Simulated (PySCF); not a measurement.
# Two-component Hartree-Fock for Te(2+) (tellurium, charge +2)

Start: [Kr] 4d10 5s2 5p2; 5p3/2 filled at m_j = +1/2, +3/2. Calculated with PySCF 2.14 in x2c-TZVPall-2c (8s9p5d2f, 74 functions): generalised Hartree-Fock with the X2C-1e Hamiltonian and a Gaussian nucleus; one run each with spin-orbit coupling (SO) switched off, then screened by Boettger's factors. This is a chosen level, not necessarily the ground level.

| spinor shell | electrons | ε, spin-free (eV) | ε, screened SO (eV) | weight of nominal j (screened SO) | rms radius, screened SO (bohr) |
| --- | --- | --- | --- | --- | --- |
| 1s1/2 | 2 | -31992.6 | -31989.3 | 1.000 | 0.0318 |
| 2s1/2 | 2 | -5020.2 | -5019.2 | 1.000 | 0.130 |
| 2p1/2 | 2 | -4501.5 | -4692.2 | 1.000 | 0.112 |
| 2p3/2 | 4 | -4501.5 | -4415.2 | 1.000 | 0.117 |
| 3s1/2 | 2 | -1056.4 | -1056.2 | 1.000 | 0.343 |
| 3p1/2 | 2 | -883.73 | -920.36 | 1.000 | 0.336 |
| 3p3/2 | 4 | -883.73 | -867.06 | 1.000 | 0.347 |
| 3d3/2 | 4 | -623.24 | -629.65 | 1.000 | 0.320 |
| 3d5/2 | 6 | -623.24 | -618.74 | 1.000 | 0.323 |
| 4s1/2 | 2 | -212.78 | -212.73 | 1.000 | 0.814 |
| 4p1/2 | 2 | -156.71 | -163.75 | 1.000 | 0.859 |
| 4p3/2 | 4 | -156.71 | -153.50 | 1.000 | 0.887 |
| 4d3/2 | 4 | -72.470 | -73.426 | 0.993 | 1.04 |
| 4d5/2 | 6 | -72.470 | -71.803 | 0.995 | 1.05 |
| 5s1/2 | 2 | -37.048 | -37.064 | 0.999 | 2.14 |
| 5p3/2 | 2 | -27.232 | -27.102 | 0.629 | 2.52 |

```tsv
quantity	spin-free	screened SO
E (hartree)	-6789.00014	-6790.88060
M_J	2	2
⟨J²⟩	6.008	6.007
⟨L²⟩	2.005	2.711
⟨S²⟩	2.002	1.689
```

Each row is a mean over spinors that exchange with the open shell spreads, by up to 4.121 eV (5s1/2).

Rows whose weight is well below 1 are mixtures of j = l ± 1/2: exchange outweighs spin-orbit coupling there, and the label is only the starting occupation.

Breit and QED terms are absent; they matter most for the inner s and p1/2 levels.

Densities and radii are taken from the X2C orbitals without a picture-change correction, which distorts them close to the nucleus.

Without spin-orbit coupling the j labels of p, d and f shells carry no meaning; the spin-free column gives the mean over the occupied spinors of each nl shell.
